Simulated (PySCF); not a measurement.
A structure optimised at PBE-D3(BJ)/def2-SVP, used in a PySCF frequency run:

```xyz
9

F     -0.8934     1.9744     0.6489
C     -0.6416     0.8900    -0.1446
C     -1.3415    -0.4066     0.1578
C      0.1385    -0.2476     0.4394
Cl     1.3398    -1.1017    -0.5408
H     -0.4575     1.1646    -1.1981
H     -2.0042    -0.4382     1.0370
H     -1.6511    -1.0325    -0.6932
H      0.4453    -0.1489     1.4926
```
Charge 0, spin multiplicity 1.

Q: Write its SMILES and formula.

A: F[C@@H]1C[C@H]1Cl, C₃H₄ClF

Q: What are its rotational constants (standard atomic weights)?

A: 10.472, 2.1607, 1.9444 GHz
